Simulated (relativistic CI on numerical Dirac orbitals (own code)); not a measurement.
## Tb⁺: what numerical and physical settings do to a radial Dirac CI calculation

Reference input:

```
atom Tb  Z=65  charge=1  electrons=64
nucleus A=159  rms_radius_fm=5.0600
hamiltonian dirac-coulomb  breit=on  qed=on  c_scale=1
orbitals kli  potential=per-configuration
slater_scale 1
correlation none
mixing on
grid step=0.0125 r_max=129.7
scf mixing=0.4 start=green max_iterations=150 tolerance=2e-08 node_fill=0.05
configurations
  [Xe] 4f9 6s
end
```

Computed lowest total energy -11694.31053 Ha, first excitation 1569.8 cm⁻¹, 17 SCF steps. Runs with settings changed; * marks those that are bad on purpose (the QED terms keep the true α when c is scaled):

| Changed | Outcome | Lowest level | ΔE (Ha) | First excitation (cm⁻¹) | SCF steps | Message |
| --- | --- | --- | --- | --- | --- | --- |
| Slater scale 0.5, QED terms off | converged | 4f9.6s 7H°_8 | -7.22 | 846.5 | 17 |  |
| SCF tolerance 1e-05 | converged | 4f9.6s 7H°_8 | -1.58e-07 | 1569.8 | 15 |  |
| SCF tolerance 0.0001 | converged | 4f9.6s 7H°_8 | -2.72e-06 | 1569.8 | 12 |  |
| Slater scale 0.6 | converged | 4f9.6s 7H°_8 | 0.0958 | 1016.3 | 17 |  |
| speed of light × 0.2 * | not converged |  |  |  | 1 | SCF of 1s2 2s2 2p6 3s2 3p6 3d10 4s2 4p6 4d10 4f9 5s2 5p6 6s stopped: an orbital could not be found |
| Slater scale 0 * | converged | 4f9.6s 5I°_8 | 0.217 | 2.1 | 17 |  |

With so few configurations and no correlation, terms lie too far apart (by 10 to 50 % near neutrality), their order can be wrong, and levels of other configurations are missing.
